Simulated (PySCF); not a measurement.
B3LYP has the VWN-RPA correlation part, as in Gaussian. Delta-SCF ions had no search for a lower state. Excitations are Tamm–Dancoff values on a coarser integration grid. The basis has no diffuse functions, so Rydberg states are missing or too high.

## C₆H₅F₃OSi, SMILES `O=CC1=C(C(F)(F)F)C=C[SiH2]1` (O–C–C–Si torsion 0°) (charge 0, multiplicity 1)

Computed with B3LYP-D3(BJ)/def2-TZVP // B3LYP-D3(BJ)/def2-SVP run with PySCF.

| Property | Result |
|---|---|
| HOMO | -7.53 eV |
| dipole moment | 2.91 D |
| HOMO–LUMO gap | 4.28 eV |
| LUMO | -3.25 eV |
| S1 excitation (TDA) | 3.05 eV |
| S1 oscillator strength | 0.000 |
| brightest of the four lowest singlets (TDA) | 4.25 eV |
| T1 excitation (TDA) | 2.36 eV |
| S1–T1 gap (TDA) | 0.69 eV |
| vertical ionisation energy (Delta-SCF) | 9.50 eV |
| total energy | -896.1662 Ha |
| cost | about 18 core-minutes (a rough figure) |

```xyz
16

O      0.0665     3.1412    -0.4420
C     -0.6016     2.1273    -0.3704
C      0.0381     0.8274    -0.1141
C     -0.4949    -0.4199     0.0055
C     -1.9483    -0.8221    -0.0964
F     -2.1124    -1.7182    -1.0855
F     -2.7816     0.1987    -0.3347
F     -2.3464    -1.4117     1.0448
C      0.4624    -1.5242     0.2686
C      1.7689    -1.1893     0.3643
Si     1.9141     0.6723     0.1141
H     -1.7045     2.1627    -0.4968
H      0.0827    -2.5451     0.3729
H      2.5367    -1.9419     0.5562
H      2.6924     1.0496    -1.0953
H      2.4279     1.3931     1.3087
```
